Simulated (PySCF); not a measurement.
H₅BN (cation, charge +1), SMILES [NH3+]B (B3LYP/def2-SVP optimised geometry):

```
7

B     -0.724    -0.001     0.000
N      0.824    -0.001     0.000
H     -1.245    -1.073    -0.037
H     -1.241     1.073     0.000
H      1.144     0.056    -0.986
H      1.245    -0.862     0.384
H      1.239     0.816     0.475
```

Calculation: B3LYP/def2-TZVP (PySCF).

### Question
What are the frontier orbital energies?

### Answer
HOMO-2 -21.62 eV, HOMO-1 -17.56 eV, HOMO -15.95 eV, LUMO -8.08 eV, LUMO+1 -5.85 eV.

On the same geometry PBE/def2-TZVP (PySCF 2.14.0) gives HOMO-2 -20.16 eV, HOMO-1 -16.22 eV, HOMO -14.64 eV, LUMO -8.99 eV, LUMO+1 -6.34 eV.

Meta-Löwdin charges at B3LYP/def2-TZVP: B1 0.21, N2 -0.30, H3 0.07, H4 0.07, H5 0.32, H6 0.31, H7 0.31.
